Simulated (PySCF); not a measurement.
This script is equivalent to a calculation on Se⁺ (selenium, charge +1).

```python
from pyscf import gto, scf, dft, mp, cc
import basis_set_exchange as bse
mol = gto.M(atom="Se 0 0 0", charge=1, spin=3, symmetry="D2h",
            basis=gto.basis.parse(bse.get_basis("x2c-TZVPall", elements=["Se"], fmt="nwchem", header=False)),
            nucmod="G")
mf = dft.UKS(mol, xc="B3LYP").sfx2c1e()
mf.irrep_nelec = {'Ag': (6, 6), 'B1g': (1, 1), 'B2g': (1, 1), 'B3g': (1, 1), 'B1u': (3, 2), 'B2u': (3, 2), 'B3u': (3, 2)}
mf.kernel()
```

Task: What total energy does it give?

Result: -2429.489 hartree (calculated).

Task: Which occupied shell lies highest, and where?

Result: 4p α, at -17.407 eV.

Task: What is ⟨S²⟩, and what would a pure spin state give?

Result: 3.750, against 3.75.
